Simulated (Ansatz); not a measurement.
Total energies of SiMeCl3 (CH3Cl3Si) from Ansatz at PBE0-D4/def2-TZVP, gas phase (1 Eh = 27.2114 eV = 2625.5 kJ/mol). The reference geometry is relaxed at PBE0-D4/def2-SVP.

```csv
state,geometry,energy (Eh)
charge 0 singlet,reference,-1709.63746
charge 1 doublet,reference,-1709.22652
free Si atom (triplet),–,-289.24943
free C atom (triplet),–,-37.80537
free H atom (doublet),–,-0.50104
free Cl atom (doublet),–,-459.99739
```

Task: Work out the vertical ionisation energy to the doublet.

Result: E(charge 1 doublet) − E(charge 0 singlet) = -1709.22652 − (-1709.63746) = 0.41094 Eh = 11.18 eV. For comparison, −ε of the highest occupied level is 9.16 eV at this level, 2.02 eV less.

Task: What is the binding energy per atom against free atoms?

Result: Atoms: 1 × (-289.24943) + 1 × (-37.80537) + 3 × (-0.50104) + 3 × (-459.99739) = -1708.55009 Eh. Binding: -1708.55009 − (-1709.63746) = 1.08737 Eh = 29.59 eV, or 3.70 eV for each of 8 atoms (no zero-point energy, no counterpoise term).
